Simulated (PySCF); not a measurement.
Two-dimensional NMR puzzle

Compound of formula C4H6F2O2Si. Correlations simulated from computed shifts and the bond graph:

HSQC (one-bond C–H):
```tsv
δH	δC
10.27	196.4
4.09	55.7
```

HMBC (two and three bonds, from the bond graph):
```tsv
δH	δC
10.27	181.4, 99.4
5.18	196.4, 181.4, 99.4, 55.7
```

Carbons without hydrogens: δ 181.4, 99.4.

[PySCF: structure optimised with GFN2-xTB; shieldings: GIAO PBE0/pcSseg-1; one conformer; non-relativistic Hamiltonian; one averaged value for each set of equivalent atoms; no solvent model]

References, each an isolated molecule treated in the same way: $^{1}$H (σref 31.72), $^{13}$C (σref 186.93) vs TMS.

Exchangeable hydrogens are left out of these lists.

Problem. Work out the connectivity.

Solution. SMILES FC(=C([SiH2]OC)C=O)F.

Atoms are numbered as in `[CH3:1][O:2][SiH2:3][C:4]([CH:5]=[O:6])=[C:7]([F:8])[F:9]` (H(Xn): hydrogen on atom n).

δC 196.4 is C5, an aldehyde carbonyl carbon (δH 10.27). δC 181.4 is C7, a β carbon of a C=C–C=O unit. δC 99.4 is C4, an α carbon of a C=C–C=O unit. δC 55.7 is C1, a methyl carbon bonded to O (δH 4.09). HMBC from δH 10.27 reaches the proton-free carbons C7, C4. HMBC from δH 5.18 reaches the proton-free carbons C7, C4.

The data come from this structure; uniqueness wasn't tested.

Shifts are as computed. Against solution values, carbons near 30 ppm lie about +3 ppm off and those near 130 ppm about +5 ppm. Of 1211 compounds with measured shifts, 218 miss one by over three times the rms of a fit or turn the order of signals round; such compounds aren't used in these exercises.
